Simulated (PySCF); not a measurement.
C2H5I, charge +1, doublet, geometry from GFN2-xTB (a state made from the parent by changing its charge; the spin is typed, not shown lowest) (core potentials on I); PySCF with DF-B3LYP/def2-TZVPD.

The PySCF input:
```python
from pyscf import gto, scf, dft
import numpy

mol = gto.M(
    atom='''
C    -2.47872317   -0.30698683   -0.18935188
C    -1.15697557   -0.96081758   -0.39560285
I     0.61070332    0.21044122    0.09731135
H    -2.64557368   -0.00101957    0.84919800
H    -3.26426753   -1.00780463   -0.47616182
H    -2.59703766    0.61002780   -0.77682678
H    -1.04755767   -1.88176413    0.19730031
H    -0.99864680   -1.26599750   -1.44128263
''',
    basis='def2-tzvpd',
    ecp={'I': 'def2-tzvpd'},
    charge=1,
    spin=1,
    verbose=4,
)
print('smallest overlap eigenvalue', numpy.linalg.eigvalsh(mol.intor('int1e_ovlp'))[0])

mf = dft.UKS(mol)
mf.xc = 'b3lyp'
mf = mf.density_fit(auxbasis='def2-universal-jkfit')
mf = scf.addons.remove_linear_dep_(mf, threshold=1e-6, lindep=1e-6)
mf.kernel()
```

Output, abridged:

```
PySCF version 2.14.0

[INPUT] verbose = 4
[INPUT] num. atoms = 8
[INPUT] num. electrons = 41
[INPUT] charge = 1
[INPUT] spin (= nelec alpha-beta = 2S) = 1
[INPUT] symmetry False subgroup None
[INPUT] Mole.unit = angstrom
[INPUT] Symbol           X                Y                Z      unit          X                Y                Z       unit  Magmom
[INPUT]  1 C     -2.478723170000  -0.306986830000  -0.189351880000 AA   -4.684107929914  -0.580121032548  -0.357823194372 Bohr   0.0
[INPUT]  2 C     -1.156975570000  -0.960817580000  -0.395602850000 AA   -2.186366960113  -1.815682081867  -0.747581040597 Bohr   0.0
[INPUT]  3 I      0.610703320000   0.210441220000   0.097311350000 AA    1.154062018163   0.397676271119   0.183891800312 Bohr   0.0
[INPUT]  4 H     -2.645573680000  -0.001019570000   0.849198000000 AA   -4.999409697558  -0.001926708065   1.604751645528 Bohr   0.0
[INPUT]  5 H     -3.264267530000  -1.007804630000  -0.476161820000 AA   -6.168571629010  -1.904474737769  -0.899815430774 Bohr   0.0
[INPUT]  6 H     -2.597037660000   0.610027800000  -0.776826780000 AA   -4.907689912581   1.152785470371  -1.467989860428 Bohr   0.0
[INPUT]  7 H     -1.047557670000  -1.881764130000   0.197300310000 AA   -1.979597095988  -3.556018836730   0.372843550192 Bohr   0.0
[INPUT]  8 H     -0.998646800000  -1.265997500000  -1.441282630000 AA   -1.887168947173  -2.392388549384  -2.723629438793 Bohr   0.0

nuclear repulsion = 119.757236882875
number of shells = 70
number of NR pGTOs = 263
number of NR cGTOs = 178
basis = def2-tzvpd
ecp = {'I': 'def2-tzvpd'}
input.py:26: DeprecationWarning: remove_linear_dep_ is deprecated and will be removed in a future release. Linear dependency handling is now built into the SCF procedure by default. Linear dependency removal can be controlled using the following settings:
  pyscf.scf.hf.remove_overlap_zero_eigenvalue = True
  pyscf.scf.hf.overlap_zero_eigenvalue_threshold = 1e-6

  mf = scf.addons.remove_linear_dep_(mf, threshold=1e-6, lindep=1e-6)
smallest overlap eigenvalue 1.6619546821900512e-05

******** <class 'pyscf.df.df_jk.DFUKS'> ********
method = DFUKS
initial guess = minao
damping factor = 0
level_shift factor = 0
DIIS = <class 'pyscf.scf.diis.CDIIS'>
diis_start_cycle = 1
diis_space = 8
diis_damp = 0
SCF conv_tol = 1e-09
SCF conv_tol_grad = None
SCF max_cycles = 50
direct_scf = False
number electrons alpha = 21  beta = 20
XC library pyscf.dft.libxc version 7.1.2
    S. Lehtola, C. Steigemann, M. J. T. Oliveira, and M. A. L. Marques,  SoftwareX 7, 1–5 (2018)
XC functionals = b3lyp
    P. J. Stephens, F. J. Devlin, C. F. Chabalowski, and M. J. Frisch,  J. Phys. Chem. 98, 11623 (1994)
radial grids:
    Treutler-Ahlrichs [JCP 102, 346 (1995); DOI:10.1063/1.469408] (M4) radial grids

becke partition: Becke, JCP 88, 2547 (1988); DOI:10.1063/1.454033
pruning grids: <function nwchem_prune>
grids dens level: 3
symmetrized grids: False
atomic radii adjust function: <function treutler_atomic_radii_adjust>
small_rho_cutoff = 0
Set gradient conv threshold to 3.16228e-05
tot grids = 99240
******** <class 'pyscf.df.df.DF'> ********
auxbasis = def2-universal-jkfit
init E= -334.784323120019

cycle= 1 E= -374.156393839919  delta_E= -39.4  |g|= 2.59  |ddm|= 15.1
cycle= 2 E= -364.939370899601  delta_E= 9.22  |g|= 3.77  |ddm|= 11.3
cycle= 3 E= -374.609249225311  delta_E= -9.67  |g|=  1.5  |ddm|= 9.58

cycle= 4 E= -376.482481985303  delta_E= -1.87  |g|= 0.653  |ddm|= 2.47
cycle= 5 E= -376.658050505975  delta_E= -0.176  |g|= 0.254  |ddm|= 0.74
cycle= 6 E= -376.704049360405  delta_E= -0.046  |g|= 0.134  |ddm|= 0.551
cycle= 7 E= -376.709770876105  delta_E= -0.00572  |g|= 0.0809  |ddm|= 0.22
cycle= 8 E= -376.712878115719  delta_E= -0.00311  |g|= 0.00868  |ddm|= 0.0735
cycle= 9 E= -376.712916296283  delta_E= -3.82e-05  |g|= 0.00279  |ddm|= 0.0147
cycle= 10 E= -376.712919734753  delta_E= -3.44e-06  |g|= 0.000936  |ddm|= 0.00422
cycle= 11 E= -376.712920094936  delta_E= -3.6e-07  |g|= 0.000198  |ddm|= 0.00137
cycle= 12 E= -376.712920126697  delta_E= -3.18e-08  |g|= 5.26e-05  |ddm|= 0.000402
cycle= 13 E= -376.712920131267  delta_E= -4.57e-09  |g|= 1.72e-05  |ddm|= 0.000173
cycle= 14 E= -376.712920131683  delta_E= -4.16e-10  |g|= 8.28e-06  |ddm|= 5.63e-05
Extra cycle  E= -376.712920131708  delta_E= -2.41e-11  |g|= 8.86e-06  |ddm|= 2.1e-05
converged SCF energy = -376.712920131708  <S^2> = 0.75288454  2S+1 = 2.0028825
```
